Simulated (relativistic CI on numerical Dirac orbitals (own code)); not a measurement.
**Ligand-field terms of d8**

Computed with a parametric ligand-field model of a d^n configuration (Racah B and C, spin-orbit zeta, crystal field), exact diagonalisation.

Field parameters in Wybourne normalisation: D3d B²₀ = −7Dσ, B⁴₀ = −14Dq − 21Dτ, B⁴₃ = −14√(10/7) Dq; Oh B⁴₀ = 21Dq, B⁴₄ = √(5/14) B⁴₀; Td as Oh with Dq negative (B⁴₀ = 21Dq, B⁴₄ = √(5/14) B⁴₀). The field is a parameter set, without covalency.

(1) Ground term and bands for B = 720, C = 2680, ζ = 0 cm⁻¹, Oh, 10Dq = 3250 cm⁻¹?

(2) A d8 ion in Td symmetry has the ground term 3T1 and bands at 3T2 2677 cm⁻¹, 3A2 5877 cm⁻¹ (1702 nm), 1T2 11857 cm⁻¹ (843 nm), 1E 12537 cm⁻¹ (798 nm), 3T1 14153 cm⁻¹ (707 nm), 1T2 17897 cm⁻¹ (559 nm). Which parameters reproduce them?

(3) Ground term and bands for B = 890, C = 4370, ζ = 0 cm⁻¹, D3d, 10Dq = 17850, Dσ = 1200, Dτ = -50 cm⁻¹?

(4) Ground term and bands for B = 1040, C = 4790, ζ = 0 cm⁻¹, Td, 10Dq = -7850 cm⁻¹?

(5) A d8 ion in Oh symmetry has the ground term 3A2 and bands at 1E 5582 cm⁻¹ (1792 nm), 3T2 6000 cm⁻¹ (1667 nm), 3T1 9230 cm⁻¹ (1083 nm), 1A1 9763 cm⁻¹ (1024 nm), 1T2 11459 cm⁻¹ (873 nm), 3T1 14470 cm⁻¹ (691 nm). Which parameters reproduce them?

## Answers

(1) Ground term 3A2 with 2.00 electrons in the two orbitals of the cubic e set. Spin-allowed: 3T2 3250 cm⁻¹ (3077 nm), 3T1 5663 cm⁻¹ (1766 nm), 3T1 14887 cm⁻¹ (672 nm). Lowest spin-forbidden: 1E 10342 cm⁻¹ (967 nm), 1T2 13167 cm⁻¹ (759 nm), 1A1 16146 cm⁻¹ (619 nm). With an A2 ground term the first spin-allowed band lies at |10Dq| itself.

(2) B = 800, C = 3500, ζ = 0 cm⁻¹, Td, 10Dq = -3200 cm⁻¹.

(3) Ground term 3A2 with 2.01 electrons in the two orbitals of the cubic e set. Spin-allowed: 3A1 16808 cm⁻¹ (595 nm), 3E 18192 cm⁻¹ (550 nm), 3E 25965 cm⁻¹ (385 nm), 3A2 26895 cm⁻¹ (372 nm). Lowest spin-forbidden: 1E 15526 cm⁻¹ (644 nm), 1A1 26521 cm⁻¹ (377 nm), 1A1 32001 cm⁻¹ (312 nm).

(4) Ground term 3T1 with 3.90 electrons in the two orbitals of the cubic e set. Spin-allowed: 3T2 6754 cm⁻¹ (1481 nm), 3A2 14604 cm⁻¹ (685 nm), 3T1 21259 cm⁻¹ (470 nm). Lowest spin-forbidden: 1T2 16292 cm⁻¹ (614 nm), 1E 17007 cm⁻¹ (588 nm), 1T2 26207 cm⁻¹ (382 nm).

(5) B = 380, C = 1340, ζ = 0 cm⁻¹, Oh, 10Dq = 6000 cm⁻¹.
